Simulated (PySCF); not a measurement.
Structure problem from calculated spectra and properties.

Formula: C7H12OS.

* Dipole: 3.35 D [PBE0/pcSseg-1]
* Rotational structure: rotational constants A, B, C: 3.701, 0.685, 0.651 GHz [GFN2-xTB]
* NMR, other nuclei: isotropic shieldings of nuclei other than C and H, by class: 314 (1 O), 204 (1 S) ppm [GIAO PBE0/pcSseg-1]
* 13C NMR: chemical shifts (computed TMS as zero) by class: 157.3 (1 C), 123.6 (1 C), 74.8 (1 C), 28.0 (1 C), 27.3 (1 C), 27.2 (1 C), 16.2 (1 C) ppm [GIAO PBE0/pcSseg-1]
* 1H NMR: chemical shifts (computed TMS as zero) by class: 6.83 (1 H), 6.52 (1 H), 6.34 (1 H), 3.08 (1 H), 2.54 (1 H), 2.41 (1 H), 2.36 (1 H), 2.20 (1 H), 2.08 (1 H), 1.91 (1 H), 1.81 (1 H), 1.66 (1 H) ppm [GIAO PBE0/pcSseg-1]

Gas-phase values; electronic properties from PySCF, density fitting. Levels stand in brackets. The structure is a single GFN2-xTB conformer in the gas phase; no vibrational or solvent corrections. Each NMR value is the plain mean over a class of atoms that symmetry, rotation or inversion makes alike.

Problem. What is the compound? Reason from the data.

Solution. Numbering: `[CH2:1]=[CH:2][S@:3](=[O:4])[CH2:5][CH:6]1[CH2:7][CH2:8][CH2:9]1`. 7 carbons fall into 7 classes; from least to most shielded: alkene CH carbon [C2] (157.3 ppm), terminal =CH2 carbon [C1] (123.6 ppm), chain sp3 carbon bound to sulfur [C5] (74.8 ppm), four-membered-ring carbon [C6] (28.0 ppm), four-membered-ring carbon [C7] (27.3 ppm), four-membered-ring carbon [C9] (27.2 ppm), four-membered-ring carbon [C8] (16.2 ppm). Hydrogen classes from least to most shielded: 1 H on an alkene CH carbon, C2 (6.83 ppm), 1 H on a terminal =CH2 carbon, C1 (6.52 ppm), 1 H on a terminal =CH2 carbon, C1 (6.34 ppm), 1 H on a four-membered-ring carbon, C6 (3.08 ppm), 1 H on an sp3 carbon bound to sulfur, C5 (2.54 ppm), 1 H on a four-membered-ring carbon, C9 (2.41 ppm), 1 H on a four-membered-ring carbon, C7 (2.36 ppm), 1 H on an sp3 carbon bound to sulfur, C5 (2.20 ppm), 1 H on a four-membered-ring carbon, C8 (2.08 ppm), 1 H on a four-membered-ring carbon, C8 (1.91 ppm), 1 H on a four-membered-ring carbon, C7 (1.81 ppm), 1 H on a four-membered-ring carbon, C9 (1.66 ppm). The other shieldings belong to: 314 ppm, sulfinyl oxygen [O4]; 204 ppm, sulfinyl sulfur [S3]. The optimised geometry has point group C1 and is an asymmetric top. Structure: `C=C[S@](=O)CC1CCC1`. Computed isomers that give other values at the same levels: `C=CC/C(=C/C)[S@@](C)=O` (13C chemical shifts (computed TMS as zero) by class: 164.1 (1 C), 148.4 (1 C), 131.2 (1 C), 121.3 (1 C), 46.5 (1 C), 38.3 (1 C), 17.3 (1 C) ppm); `C=C(C)CO[C@H]1CCS1` (13C chemical shifts (computed TMS as zero) by class: 152.2 (1 C), 118.9 (1 C), 85.5 (1 C), 75.5 (1 C), 36.3 (1 C), 23.2 (1 C), 21.4 (1 C) ppm); `CCC[C@H]1CSCC1=O` (13C chemical shifts (computed TMS as zero) by class: 219.8 (1 C), 55.4 (1 C), 41.9 (1 C), 38.8 (1 C), 37.7 (1 C), 27.2 (1 C), 17.2 (1 C) ppm). The assignments are read from this structure; whether some other isomer fits the data as well wasn't checked. The mirror image fits equally.

Conformer computed: `[CH2:1]=[CH:2][S@:3](=[O:4])[CH2:5][CH:6]1[CH2:7][CH2:8][CH2:9]1`: C1–C2–S3–O4 -2°, C2–S3–C5–C6 171°, S3–C5–C6–C7 173°.
